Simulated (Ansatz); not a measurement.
Frontier orbitals of `C1C[AsH]1`.

```xyz
8

C    -0.5940   -0.5339    0.2282
C     0.4394    0.4776    0.5184
As    0.8638   -0.5595   -1.1266
H    -1.5608   -0.2025   -0.1274
H    -0.6253   -1.4233    0.8463
H     1.1229    0.2885    1.3377
H     0.2013    1.5223    0.3670
H     0.1525    0.4307   -2.0437
```

The species carries charge 0 and has multiplicity 1. Correlated methods include outer-core shells of As, which these sets cover unevenly. Scalar relativity is left out up to krypton. The geometry is a stationary point of PBE0-D4/def2-TZVP. Basis def2-TZVPP, Ansatz 0.2.0.

Orbital energies of one run (eV). Highest occupied ones, from the top: -9.61, -10.22, -12.05, -13.37, -15.00, -16.59, -19.34, -20.19, -26.01, -46.18, -46.19, -46.32, -46.33, -46.36. Empty: 2.39, 2.63, 3.62, 4.37, 4.77, 4.96.

(1) Which functional gave them?
A. LC-ωPBE
B. ωB97M-V
C. ωB97X-V
D. B3LYP

## Answers

(1) A. HOMO energies: LC-ωPBE -9.61, ωB97X-V -9.26, B3LYP -6.81, ωB97M-V -9.12 eV.

B3LYP here is the variant with VWN-RPA as its local correlation; programs differ in this. LC-ωPBE has ω = 0.4 bohr⁻¹.
